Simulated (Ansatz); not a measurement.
Cartesian coordinates in Å:
```
C -1.0967 2.4499 1.3883
N -0.0257 2.0844 0.4929
C 1.2737 2.3261 1.0685
Hf -0.3798 1.3006 -1.3506
O 1.2246 1.4330 -2.4166
O -2.0653 1.9573 -2.0314
C -0.7664 -0.8964 -1.0489
C 0.0448 -1.7542 -0.0678
C 1.5401 -1.5263 -0.2797
C -0.3187 -1.3865 1.3685
C -0.2614 -3.2368 -0.2871
H -2.0722 2.2756 0.9245
H -1.0481 3.5130 1.6672
H -1.0647 1.8646 2.3195
H 2.0669 2.0764 0.3590
H 1.4011 3.3814 1.3524
H 1.4347 1.7236 1.9755
H 1.8349 1.5202 -3.1405
H -2.7471 2.3428 -2.5703
H -0.6488 -1.3141 -2.0645
H -1.8385 -1.0071 -0.8253
H 2.1349 -2.1757 0.3701
H 1.8215 -0.4922 -0.0553
H 1.8263 -1.7308 -1.3152
H -1.3840 -1.5530 1.5541
H 0.2446 -1.9937 2.0836
H -0.1035 -0.3338 1.5668
H -1.3284 -3.4354 -0.1526
H 0.0098 -3.5441 -1.3012
H 0.2915 -3.8688 0.4161
```

The species carries charge 0 and has multiplicity 1. Hf takes the def2 core potential.

(1) List the CAM-B3LYP/def2-TZVPP orbital energies in eV (Ansatz 0.2.0). (An estimate is asked.)

## Answers

(1) Ansatz gave: Occupied: -522.03, -522.00, -390.61, -279.18, -279.16, -278.57, -278.01, -277.89, -277.89, -277.22, -68.91, -37.76, -37.39, -37.09, -28.30, -27.94, -26.10, -24.18, -21.26, -20.46, -20.37, -19.67, -18.33, -15.99, -15.73, -14.92, -14.36, -14.22, -13.84, -13.69, -13.66, -13.37, -12.39, -12.22, -12.03, -11.69, -11.29, -11.24, -11.09, -10.90, -10.86, -10.74, -10.35, -10.03, -9.99, -9.91, -7.93, -7.55. Lowest empty: 0.70, 1.76, 2.03, 2.05, 2.21, 2.23, 2.31, 2.43.
